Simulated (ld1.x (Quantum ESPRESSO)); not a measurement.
u(r) = r·R(r): atom against pseudo-atom (calcium)

Columns: radius, all-electron u(r) and pseudo u(r) of the 3d shell (level -3.04 eV) of calcium in the configuration [Ne] 3s2 3p6 3d0 4s1 4p1; BLYP, non-relativistic, RRKJ scheme, ld1.x (Quantum ESPRESSO) 7.5.

```json
{"r (bohr)": "0.135", "all-electron": "0.0354", "pseudo": "0.0026"}
{"r (bohr)": "0.270", "all-electron": "0.1471", "pseudo": "0.0202"}
{"r (bohr)": "0.405", "all-electron": "0.2821", "pseudo": "0.0639"}
{"r (bohr)": "0.540", "all-electron": "0.4048", "pseudo": "0.1385"}
{"r (bohr)": "0.675", "all-electron": "0.5025", "pseudo": "0.2411"}
{"r (bohr)": "0.810", "all-electron": "0.5738", "pseudo": "0.3621"}
{"r (bohr)": "0.945", "all-electron": "0.6202", "pseudo": "0.4869"}
{"r (bohr)": "1.080", "all-electron": "0.6456", "pseudo": "0.5999"}
{"r (bohr)": "1.215", "all-electron": "0.6551", "pseudo": "0.6879"}
{"r (bohr)": "1.350", "all-electron": "0.6532", "pseudo": "0.7424"}
{"r (bohr)": "1.485", "all-electron": "0.6432", "pseudo": "0.7613"}
{"r (bohr)": "1.620", "all-electron": "0.6279", "pseudo": "0.7489"}
{"r (bohr)": "1.755", "all-electron": "0.6090", "pseudo": "0.7135"}
{"r (bohr)": "1.890", "all-electron": "0.5880", "pseudo": "0.6657"}
{"r (bohr)": "2.025", "all-electron": "0.5656", "pseudo": "0.6152"}
{"r (bohr)": "2.160", "all-electron": "0.5426", "pseudo": "0.5690"}
{"r (bohr)": "2.295", "all-electron": "0.5194", "pseudo": "0.5304"}
{"r (bohr)": "2.430", "all-electron": "0.4963", "pseudo": "0.4995"}
{"r (bohr)": "2.565", "all-electron": "0.4735", "pseudo": "0.4740"}
{"r (bohr)": "2.700", "all-electron": "0.4512", "pseudo": "0.4512"}
{"r (bohr)": "2.835", "all-electron": "0.4296", "pseudo": "0.4296"}
{"r (bohr)": "2.970", "all-electron": "0.4087", "pseudo": "0.4087"}
{"r (bohr)": "3.105", "all-electron": "0.3886", "pseudo": "0.3886"}
{"r (bohr)": "3.240", "all-electron": "0.3693", "pseudo": "0.3693"}
{"r (bohr)": "3.375", "all-electron": "0.3509", "pseudo": "0.3509"}
{"r (bohr)": "3.510", "all-electron": "0.3332", "pseudo": "0.3332"}
```

(1) How many radial nodes do the two functions have?

(2) At about which radius was the pseudo-wave matched?

(3) Is the pseudo-wave norm-conserving?

Answers

(1) The all-electron 3d function has n − l − 1 = 0; the pseudo-wave has 0.

(2) 2.70 bohr, where the columns begin to agree (steps of 0.14 bohr).

(3) Yes: the RRKJ scheme keeps the norm inside the radius equal to the all-electron one, which fixes the energy derivative of the logarithmic derivative at the level.
